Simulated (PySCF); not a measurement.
# Computed properties of CH5F2NOSi, SMILES O[Si@@](N)(F)CF

CH₅F₂NOSi, SMILES [Si@@](F)(CF)(O)N. Geometry: B3LYP-D3(BJ)/def2-SVP. The structure was generated by enumeration; whether it is a known compound was not checked. The values are those of a single conformer. All values are computed for the isolated molecule unless a solvent is named; none is compared with measurement here.

**Structure.** All 27 harmonic modes at B3LYP-D3(BJ)/def2-SVP (PySCF) are real, so it is a minimum. With heavy atoms numbered as in [NH2:1][Si@:2]([OH:3])([F:4])[CH2:5][F:6], the shortest bond between them is C5–F6 at 1.396 Å and the longest Si2–C5 at 1.890 Å.

**Vibrations.** The strongest infrared lines (harmonic, unscaled, degenerate partners summed) lie at 930 cm⁻¹ (199 km/mol, Si 46 %, O 25 %, F 14 %), 861 cm⁻¹ (176 km/mol, Si 34 %, H 28 %, F 22 %, N 14 %), 988 cm⁻¹ (156 km/mol, Si 48 %, N 19 %, H 17 %, O 10 %). The softest mode is at 41 cm⁻¹ and the zero-point energy is 45.9 kcal/mol.

**Electronic structure.** HF/def2-TZVP (PySCF) places the frontier levels at -11.78 and 3.37 eV, a gap of 15.15 eV, and gives a dipole moment of 0.69 D and a mean polarisability of 40.9 bohr³. PBE/def2-TZVP (PySCF) at the same geometry gives -6.56 and -0.25 eV, so its gap is 8.84 eV narrower. An orbital gap is neither the optical nor the fundamental gap.

**Excitations.** TDA-CAM-B3LYP/def2-SVPD (PySCF) has S1 at 7.22 eV (172 nm, f = 0.051, bright); the most intense of the 10 singlets computed lies at 8.00 eV (f = 0.05). T1 (TDA) is at 6.78 eV, 0.44 eV under S1. TDA-PBE/def2-SVPD (PySCF) puts S1 at 6.07 eV. No vertical singlet excitation falls in the visible range (under 3.1 eV).

**NMR.** GIAO shifts at PBE0/pcSseg-1 (PySCF) (non-relativistic, atoms alike by connectivity averaged): ¹³C at 77.7 ppm against TMS; ¹H from 1.6 to 4.7 ppm against TMS; ²⁹Si at -28.5 ppm against TMS; ¹⁹F from -308.4 to -150.2 ppm against CFCl3.
